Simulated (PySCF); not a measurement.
Potential energy of BiH along the bond

Set-up: PySCF, scalar-relativistic core potentials, basis sets Bi def2-TZVP with ECP60, H def2-TZVP. Energies in eV from Bi + H in their ground configurations at the same level. State: ³Σ⁻ (triplet), unpaired electrons π ↑↑.

All columns are PBE0. A positive dipole means Bi(−)H(+).

```csv
R (Å),E (eV),μ (D),Mulliken charge on Bi (basis-dependent),HOMO (eV),LUMO (eV),Mayer bond order,⟨S²⟩
1.545,-1.837,-0.08,0.04,-6.11,-2.69,0.97,2.00
1.616,-2.129,-0.25,0.04,-6.12,-2.69,0.97,2.00
1.688,-2.296,-0.43,0.04,-6.12,-2.70,0.97,2.01
1.742,-2.356,-0.56,0.04,-6.13,-2.71,0.97,2.01
1.796,-2.373,-0.68,0.05,-6.15,-2.71,0.97,2.01
1.850,-2.356,-0.81,0.05,-6.16,-2.72,0.97,2.01
1.922,-2.290,-0.98,0.06,-6.18,-2.74,0.97,2.01
2.011,-2.156,-1.17,0.07,-6.21,-2.76,0.96,2.01
2.119,-1.946,-1.40,0.08,-6.26,-2.79,0.96,2.02
2.263,-1.622,-1.68,0.10,-6.32,-2.82,0.94,2.03
```

A fit through these points gives, at Re = 1.794 Å, μ = -0.68 D and dμ/dR = -2.36 D/Å; the reduced mass is 1.003 u.

Task: How strong is the fundamental in the double-harmonic approximation, I = 42.26·(dμ/dR)²/μred km/mol?

Result: I = 42.26·(-2.36)²/1.003 = 235 km/mol at PBE0.

These are scalar-relativistic numbers at best; spin–orbit coupling would shift them, the dissociation energy most. The state is the lowest determinant that a PBE0 search found; another state may lie lower at other levels.
